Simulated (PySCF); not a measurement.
C₃H₁₁FSi₂.
Atom-mapped SMILES: `[CH3:1][CH2:2][SiH2:3][C@@H:4]([F:5])[SiH3:6]` (hydrogens: H7, H8, H9 on C1; H10, H11 on C2; H12, H13 on Si3; H14 on C4; H15, H16, H17 on Si6)

The same species was optimised twice, with GFN2-xTB and with PBE0-D3(BJ)/def2-SVP (PySCF), and the same property calculations (PySCF, gas phase) were run on both structures.

```tsv
coordinate	GFN2-xTB	PBE0-D3(BJ)/def2-SVP	change
C2–Si3 (Å)	1.898	1.881	-0.017
C4–Si6 (Å)	1.915	1.900	-0.015
Si3–C4 (Å)	1.920	1.906	-0.014
C4–F5 (Å)	1.405	1.404	-0.001
C1–C2 (Å)	1.525	1.525	0.000
C1–C2–Si3 (°)	112.6	115.0	+2.4
Si3–C4–Si6 (°)	118.7	116.3	-2.4
F5–C4–Si6 (°)	107.5	108.5	+1.0
Si3–C4–F5 (°)	107.5	107.1	-0.4
C2–Si3–C4 (°)	109.6	109.4	-0.2
C1–C2–Si3–C4 (°)	179	172	-7
C2–Si3–C4–F5 (°)	-69	-60	+9
```

Rotational constants: A = 3340, B = 1133, C = 1011 MHz (GFN2-xTB) against A = 3403, B = 1131, C = 1036 MHz (PBE0-D3(BJ)/def2-SVP). Point groups within 0.08 Å: C1 and C1.

On the GFN2-xTB structure: lowest singlet, TDDFT (eV) 6.92 [B3LYP/def2-SVPD]; isotropic polarisability (au) 93.0 [B3LYP/def2-SVPD]; HOMO (eV) -7.88 [B3LYP/def2-SVPD]; LUMO (eV) 0.08 [B3LYP/def2-SVPD]; dipole (D) 1.47 [B3LYP/def2-SVPD]; HOMO (eV) -8.04 [PBE0/pcSseg-1]; LUMO (eV) 0.51 [PBE0/pcSseg-1]; dipole (D) 1.49 [PBE0/pcSseg-1]; GIAO shielding of C1 (ppm) 176.0 [PBE0/pcSseg-1]; GIAO shielding of C2 (ppm) 182.6 [PBE0/pcSseg-1]; GIAO shielding of Si3 (ppm) 385.8 [PBE0/pcSseg-1]; GIAO shielding of C4 (ppm) 105.7 [PBE0/pcSseg-1]; GIAO shielding of F5 (ppm) 472.3 [PBE0/pcSseg-1]; GIAO shielding of Si6 (ppm) 425.4 [PBE0/pcSseg-1].

Task: What do these properties become on the PBE0-D3(BJ)/def2-SVP structure?

Result: 
```csv
property,level,on GFN2-xTB,on PBE0-D3(BJ)/def2-SVP,change
"lowest singlet, TDDFT (eV)",B3LYP/def2-SVPD,6.92,6.97,+0.05
isotropic polarisability (au),B3LYP/def2-SVPD,93.0,94.6,+1.6
HOMO (eV),B3LYP/def2-SVPD,-7.88,-8.01,-0.13
LUMO (eV),B3LYP/def2-SVPD,0.08,0.08,0.00
dipole (D),B3LYP/def2-SVPD,1.47,1.27,-0.20
"energy, GFN2-xTB geometry as zero (kcal/mol)",B3LYP/def2-SVPD,0.0,-1.5,-1.5
HOMO (eV),PBE0/pcSseg-1,-8.04,-8.19,-0.15
LUMO (eV),PBE0/pcSseg-1,0.51,0.53,+0.02
dipole (D),PBE0/pcSseg-1,1.49,1.29,-0.20
"energy, GFN2-xTB geometry as zero (kcal/mol)",PBE0/pcSseg-1,0.0,-1.7,-1.7
GIAO shielding of C1 (ppm),PBE0/pcSseg-1,176.0,174.3,-1.7
GIAO shielding of C2 (ppm),PBE0/pcSseg-1,182.6,182.7,+0.1
GIAO shielding of Si3 (ppm),PBE0/pcSseg-1,385.8,385.3,-0.5
GIAO shielding of C4 (ppm),PBE0/pcSseg-1,105.7,107.7,+2.0
GIAO shielding of F5 (ppm),PBE0/pcSseg-1,472.3,473.5,+1.2
GIAO shielding of Si6 (ppm),PBE0/pcSseg-1,425.4,422.9,-2.5
```

The heavy atoms differ by 0.085 Å rms after alignment. Among bonds between heavy atoms C2–Si3 changes most (-0.017 Å). Changes are differences of the printed values. Neither structure is proved a minimum here.

Shape of the structure used: `[CH3:1][CH2:2][SiH2:3][C@@H:4]([F:5])[SiH3:6]`: C1–C2–Si3–C4 172°, C2–Si3–C4–F5 -60°.
